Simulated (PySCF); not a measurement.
Level of theory: B3LYP-D3(BJ)/def2-TZVP // TPSS-D3(BJ)/def2-SVP (PySCF). Gas-phase values, no solvent. One relaxed conformer stands for a flexible species; it need not be the lowest. B3LYP has the VWN-RPA correlation part, as in Gaussian. 

Reference species: [W(F)6] (neutral, multiplicity 1).

```json
{
  "charge on the central atom (Mulliken)": "1.84 e",
  "HOMO": "-12.48 eV",
  "coordination_number": "6"
}
```

Changed species: [W(F)4(OH)2] (2 of 6 F replaced by OH; the reference has 0 of 6 F replaced by OH).

Problem. Predict the effect on the charge on the central atom (Mulliken), HOMO and coordination number.

Solution. the charge on the central atom (Mulliken) falls by 0.07 e, to 1.77 e; the HOMO rises by 2.11 eV, to -10.37 eV; the coordination number stays essentially unchanged.
